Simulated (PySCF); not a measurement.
Ga(H)2(Me)(OMe2), C3H11GaO, singlet, GFN2-xTB optimised geometry.

```
16

Ga    -1.79     0.01     0.00
H     -1.90    -0.62    -1.43
H     -1.90     1.57     0.00
C     -2.25    -1.07     1.64
H     -1.83    -2.08     1.59
H     -3.33    -1.18     1.78
H     -1.86    -0.60     2.55
C      1.14     0.99     0.62
O      0.34     0.01     0.00
C      1.06    -1.13    -0.42
H      1.90     1.37    -0.07
H      0.47     1.80     0.92
H      1.64     0.58     1.51
H      1.54    -1.63     0.43
H      1.81    -0.86    -1.16
H      0.33    -1.80    -0.87
```

Density from PBE0/def2-TZVP run with PySCF at that geometry.

Minimum of the electron density along straight lines between bonded atoms, close to the bond critical point (lines longer than 1.1 times the sum of covalent radii, or with two minima, are not listed):

```tsv
bond	length / Å	ρ at the minimum / e bohr⁻³	∇²ρ there / e bohr⁻⁵	position (fraction from the first atom)
Ga1–H2	1.565	0.114	0.16	0.60
Ga1–H3	1.565	0.114	0.16	0.60
C4–H5	1.096	0.268	-0.87	0.64
C4–H6	1.094	0.269	-0.88	0.64
C4–H7	1.096	0.268	-0.88	0.64
C8–O9	1.412	0.255	-0.45	0.34
O9–C10	1.412	0.256	-0.46	0.66
C8–H11	1.095	0.283	-0.99	0.65
C8–H12	1.090	0.288	-1.03	0.65
C8–H13	1.095	0.282	-0.99	0.65
C10–H14	1.095	0.282	-0.99	0.65
C10–H15	1.095	0.283	-0.99	0.65
C10–H16	1.091	0.287	-1.03	0.65
```
